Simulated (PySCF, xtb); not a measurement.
SiBr2Cl, SMILES Cl[Si](Br)Br, multiplicity 2.

Harmonic wavenumbers (cm⁻¹) from GFN2-xTB (xtb 6.7.1) at its own minimum, in rising order: 88, 107, 161, 329, 415, 507.

What does B3LYP-D3(BJ)/def2-SVP (PySCF 2.14.0) give at its own minimum? (An estimate is asked for; the answer gives what the named calculation found.)

105, 128, 182, 359, 459, 549. Paired by order, the mean absolute difference is 29 cm⁻¹ and the zero-point energies are 2.3 and 2.5 kcal/mol.
